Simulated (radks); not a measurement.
Results of a calculation; reference values are marked as such.
Question: Neutral terbium: order these configurations by energy. Code: a radial shooting solver on a logarithmic mesh with Libxc functionals. Model: Dirac Kohn-Sham, BLYP, spin-unpolarised, spherical densities, finite nucleus; Fermi nuclear charge, rms radius of each element as measured or else 0.836 A^(1/3) + 0.57 fm. Sub-shells are occupied by j as written (lower j first in brackets). [Xe] 4f(5/2: 5, 7/2: 3) 5d(3/2: 1, 5/2: 0) 6s2; [Xe] 4f(5/2: 5, 7/2: 3) 6s2 6p(1/2: 1, 3/2: 0); [Xe] 4f(5/2: 6, 7/2: 2) 5d(3/2: 1, 5/2: 0) 6s2; [Xe] 4f(5/2: 6, 7/2: 2) 6s2 6p(1/2: 1, 3/2: 0); [Xe] 4f(5/2: 6, 7/2: 3) 6s2.

Answer: From the lowest, in eV above it: [Xe] 4f(5/2: 6, 7/2: 3) 6s2 0.000; [Xe] 4f(5/2: 6, 7/2: 2) 5d(3/2: 1, 5/2: 0) 6s2 3.281; [Xe] 4f(5/2: 5, 7/2: 3) 5d(3/2: 1, 5/2: 0) 6s2 4.123; [Xe] 4f(5/2: 6, 7/2: 2) 6s2 6p(1/2: 1, 3/2: 0) 4.930; [Xe] 4f(5/2: 5, 7/2: 3) 6s2 6p(1/2: 1, 3/2: 0) 5.775.
